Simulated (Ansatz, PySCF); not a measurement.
Gas-phase reaction in SMILES: [H][P@TB7]([H])([H])([H])[H] (PH5) → [H][P@TB5]([H])([H])[H] (PH4) + H atom (the H-P bond at the site shown breaks; other sites are not compared here)
Geometries: B3LYP-D3(BJ)/def2-TZVP minima from Ansatz (a quantum-chemistry and plane-wave program).

Quantity: bond dissociation energy (electronic energy difference), in eV. Cores are frozen in the correlated levels unless marked. Open shells are spin-unrestricted. Spin-orbit coupling is left out. Non-relativistic. CBS marks a two-point X^-3 extrapolation of the correlation energy; Hartree-Fock from the larger set.

```
level                         program  bond dissociation energy (eV)
---------------------  --------------  -----------------------------
HF/cc-pV(T+d)Z                 Ansatz                           1.93
HF/cc-pV(Q+d)Z                 Ansatz                           1.93
PBE-D3(BJ)/def2-TZVPD  Ansatz + dftd3                           2.47
TPSS/def2-TZVPD                 PySCF                           2.67
```

### Question
Predict the CCSD(T)/CBS(def2-TZVPPD,def2-QZVPPD) result (Ansatz).

### Answer
2.71 eV
